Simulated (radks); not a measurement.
All-electron atom: Ho0.25+ in [Xe] 4f(up 5.5, down 5.5) 6s(up 1, down 0.75) (fractional occupations, a model configuration). Calculated with a radial shooting solver on a logarithmic mesh with Libxc functionals: scalar-relativistic Kohn-Sham, r2SCAN, spin-polarised, spherical densities, finite nucleus; meta-GGA in the generalised Kohn-Sham scheme; Fermi nuclear charge, rms radius 5.2022 fm.

Radial electron density D(r) = 4 pi r^2 rho(r):

```
   r/bohr * D(r) (the largest magnitude, 120, reaches the edge; | marks zero)
 0.004119 |                 *
 0.005628 |                        *
 0.007688 |                                *
   0.0105 |                                      *
  0.01435 |                                        *
  0.01945 |                                      *
  0.02657 |                                    *
   0.0363 |                                       *
  0.04959 |                                                  *
  0.06774 |                                                      *
  0.09181 |                                             *
   0.1254 |                                         *
   0.1713 |                                                *
   0.2341 |                                      *
   0.3173 |                      *
   0.4334 |                        *
   0.5921 |                      *
   0.8089 |           *
    1.105 |      *
    1.498 |   *
    2.046 |*
    2.795 *
    3.819 *
    5.217 *
    7.071 *
     9.66 *
```

D(r) has 4 maxima, at r = 0.0142, 0.0641, 0.178, 0.485 bohr, and minima at 0.0272, 0.117, 0.346 bohr, inside which lie 1.92, 11.14, 29.56 electrons.
